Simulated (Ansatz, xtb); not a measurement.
Pair of molecules: HF (SMILES F) (first 2 atoms) with H2 (SMILES [H][H]); geometry from B3LYP-D3(BJ)/def2-TZVP, rigid monomers moved along the line of their centres of mass till H2···H3 is 1.78 Å.
(charge 0, multiplicity 1):
```xyz
4

F      0.06905     0.09157    -0.12666
H      0.10901     0.08216     0.79901
H      0.55901     0.08224     2.52046
H     -0.18559     0.04384     2.55334
```

Interaction energies are E(AB) − E(A) − E(B) at the monomers' geometry in the complex; basis-set methods are counterpoise corrected.

Frozen-core correlation. CBS: X⁻³ extrapolation of the correlation energy, Hartree–Fock from the larger set.

Run with Ansatz (Gaussian orbitals); xtb for the GFN methods. 

Q: Predict the interaction energy from GFN2-xTB.

A: -0.4 kcal/mol

Ansatz is a quantum-chemistry and plane-wave program.
